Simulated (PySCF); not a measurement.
C: excitation energy

C [He] 2s2 2p2 (3P) → C [He] 2s1 2p3 (5S), as a difference of total energies. All numbers are calculated (PySCF 2.14, scalar relativity by spin-free X2C-1e, in dyall-acv3z (15s9p4d2f, 76 functions)). Correlated levels: valence: 1s2 frozen; valence and next inner shell: nothing frozen; virtual orbitals above 40 to 60 times the deepest correlated orbital energy dropped. The calculations carry no spin-orbit coupling.

| method | excitation energy (eV) | error (eV) |
| --- | --- | --- |
| UHF | 2.582 | -1.597 |
| LDA | 4.074 | -0.105 |
| PBE | 4.127 | -0.052 |
| PBE0 | 4.022 | -0.157 |
| r2SCAN | 3.616 | -0.563 |
| HSE06 | 4.022 | -0.157 |
| BLYP | 4.845 | +0.666 |
| B97-3 | 4.411 | +0.232 |
| M06 | 4.153 | -0.026 |
| MP2 (valence) | 3.726 | -0.453 |
| SCS-MP2 (valence) | 4.297 | +0.118 |
| MP2 (valence and next inner shell) | 3.739 | -0.440 |
| SCS-MP2 (valence and next inner shell) | 4.312 | +0.133 |

Reference: 4.179 eV (measured; NIST levels, between the centres of gravity of the two terms).

Errors of the correlated levels include the incompleteness of this basis and the frozen core.
